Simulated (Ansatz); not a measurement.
Relaxation of C2H11NSSi2 (17 atoms, charge 0, multiplicity 1), to a largest force component of 0.015 eV/Å in at most 40 steps.

These are results of RKS r2SCAN/STO-3G (Ansatz), not measurements.

```xyz
17
Properties=species:S:1:pos:R:3
C 0.662 -1.295 0.995
C 0.634 -0.478 -0.343
N 1.996 -0.347 -0.806
S -0.148 -1.449 -1.620
Si -0.147 1.235 -0.311
Si -2.303 1.165 0.523
H 1.147 -2.218 0.901
H -0.368 -1.429 1.327
H 1.127 -0.675 1.822
H 2.603 0.063 -0.029
H 2.393 -1.285 -0.924
H 0.293 -0.774 -2.647
H 0.614 2.142 0.591
H -0.168 1.897 -1.624
H -2.867 2.505 0.672
H -3.191 0.404 -0.353
H -2.295 0.538 1.867
```

**Question.** Where does it end, and by what steps?

**Answer.** The run converged. The force dipped under the threshold on the way, but the program's further checks kept it going. Limits of this set-up: minimal basis. After 7 steps the energy has fallen by 0.718 eV; H12 moved furthest, 0.20 Å.

| step | energy less start (eV) | largest force component (eV/Å) | accepted |
| --- | --- | --- | --- |
| 0 | 0.0000 | 3.629 | yes |
| 1 | -0.5807 | 1.216 | yes |
| 2 | -0.6966 | 0.525 | yes |
| 3 | -0.7112 | 0.303 | yes |
| 4 | -0.7074 | 0.282 | no |
| 5 | -0.7172 | 0.049 | yes |
| 6 | -0.7177 | 0.013 | yes |
| 7 | -0.7178 | 0.013 | yes |

```xyz
17
Properties=species:S:1:pos:R:3
C 0.601 -1.255 0.982
C 0.647 -0.490 -0.384
N 2.088 -0.272 -0.873
S -0.189 -1.574 -1.622
Si -0.153 1.243 -0.243
Si -2.267 1.159 0.532
H 1.110 -2.228 0.898
H -0.436 -1.439 1.301
H 1.103 -0.671 1.769
H 2.567 0.192 -0.043
H 2.515 -1.247 -0.833
H 0.093 -0.748 -2.665
H 0.680 2.037 0.639
H -0.109 1.857 -1.553
H -2.841 2.486 0.589
H -3.109 0.348 -0.319
H -2.319 0.602 1.866
```

Whether the end is a true minimum wasn't checked by a vibrational analysis.

Time of the run: 26 s on 1 thread of AMD EPYC 9R45 96-Core Processor (Zen 5), on a shared host, peak memory 0.21 GiB.
